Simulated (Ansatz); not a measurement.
Frontier orbitals of C6H5N3, SMILES `c1ccc2n[nH]nc2c1`.

```tsv
atom	x (Å)	y (Å)	z (Å)
C1	0.1333	-1.6794	-0.8302
C2	1.0404	-1.5429	0.2539
C3	1.1134	-0.3994	1.0005
C4	0.2426	0.6452	0.6444
N5	0.0794	1.8692	1.1763
N6	-0.8650	2.3747	0.4247
N7	-1.3621	1.6522	-0.5466
C8	-0.6630	0.5089	-0.4380
C9	-0.7218	-0.6757	-1.1928
H10	0.1253	-2.6122	-1.3821
H11	1.6918	-2.3763	0.4901
H12	1.8046	-0.2943	1.8272
H13	-1.2053	3.3088	0.5917
H14	-1.4137	-0.7788	-2.0192
```

The species carries charge 0 and has multiplicity 1. All single points use the PBE0-D4/def2-TZVP geometry. Basis def2-TZVPP, the Gaussian-basis code of Ansatz.

A caution on the coupled-cluster cation, which keeps the state that its UHF reference found: spin contamination of the cation.

```json
{"functional": "PBE", "HOMO (eV)": "-5.87", "LUMO (eV)": "-2.30", "gap (eV)": "3.57"}
{"functional": "revPBE", "HOMO (eV)": "-5.79", "LUMO (eV)": "-2.20", "gap (eV)": "3.59"}
{"functional": "BLYP", "HOMO (eV)": "-5.69", "LUMO (eV)": "-2.15", "gap (eV)": "3.54"}
{"functional": "PBE0", "HOMO (eV)": "-6.81", "LUMO (eV)": "-1.48", "gap (eV)": "5.33"}
{"functional": "B3LYP", "HOMO (eV)": "-6.61", "LUMO (eV)": "-1.66", "gap (eV)": "4.95"}
{"functional": "r2SCANh", "HOMO (eV)": "-6.38", "LUMO (eV)": "-1.90", "gap (eV)": "4.48"}
{"functional": "HSE06 (plane-wave form)", "HOMO (eV)": "-6.42", "LUMO (eV)": "-1.85", "gap (eV)": "4.57"}
{"functional": "ωB97M-V", "HOMO (eV)": "-8.78", "LUMO (eV)": "0.51", "gap (eV)": "9.29"}
{"functional": "HF", "HOMO (eV)": "-8.57", "LUMO (eV)": "1.98", "gap (eV)": "10.55"}
```

What is the vertical ionisation energy at frozen-core CCSD(T)/CBS(def2)? (Estimate.)

Computed: 8.95 eV (T1 of the cation 0.022).

From PBE to PBE0 the HOMO moves by −0.93 eV and the LUMO by +0.82 eV, and with ωB97M-V by −2.91 and +2.81 eV, so the gap grows from 3.58 to 9.29 eV with exact exchange. A positive LUMO is unbound and depends on the basis. −ε(HOMO) differs from that ionisation energy by −3.08 eV with PBE and −0.17 eV with ωB97M-V.

B3LYP here is the variant with VWN-RPA as its local correlation; programs differ in this.
